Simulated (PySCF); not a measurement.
Unknown compound

An unknown has the formula C₆H₈OSi. Its calculated NMR data are:

¹H NMR (300 MHz, computed): δ 4.87 (t, 2H), 3.80 (s, 3H), 2.18 (t, 2H), 1.04 (s, 1H).

¹³C{¹H} NMR (computed): δ 77.1, 74.7, 71.8, 69.4, 54.0, 5.7.

Non-relativistic Hamiltonian, rapidly exchanging positions averaged, single conformer, gas phase. Geometry: GFN2-xTB; PBE0/pcSseg-1 with gauge-including orbitals; PySCF 2.14.

Referencing at the same level of theory: ¹H, ¹³C vs TMS.

Task: Which candidate is it?
A. C#CC#CC[SiH2]OC
B. [SiH3]O[C@@]12C=C[C@H]3[C@@H]1[C@H]32
C. [SiH3]OC=C1C=CC=C1

Result: A. 

Rings plus π bonds: 4 (no ring in the answer). 6 carbon signals for 6 carbons: no two carbons are equivalent. Carbon types of the structure: 3 × C, 1 × CH, 1 × CH2, 1 × CH3, leaving 2 H on heteroatoms. δC 77.1, 74.7, 71.8: alkyne carbon; the triple bond shields along its axis, which puts it between sp3 and sp2 carbons. δC 69.4: terminal alkyne carbon; the triple bond shields along its axis, which puts it between sp3 and sp2 carbons. δC 54.0: methyl carbon bonded to O; pulled downfield by the heteroatom. δH 3.80: hydrogen on a methyl carbon bonded to O; its carbon carries O, which withdraws density. δH 1.04: hydrogen on a terminal alkyne carbon; it lies on the axis of the triple bond, in its shielding cone.

The others: [SiH3]O[C@@]12C=C[C@H]3[C@@H]1[C@H]32 would give 5 carbon signals, not 6; [SiH3]OC=C1C=CC=C1 would give 6 signals for carbon-bound and other non-exchanging H, not 4.

Shifts are as computed. Against solution values, carbons near 30 ppm lie about +3 ppm off and those near 130 ppm about +5 ppm. Of 1211 compounds with measured shifts, 218 miss one by over three times the rms of a fit or turn the order of signals round; such compounds aren't used in these exercises. Multiplicities follow the n + 1 count of equivalent neighbours, as no J values were calculated; m marks all less simple cases, F and P coupling included.
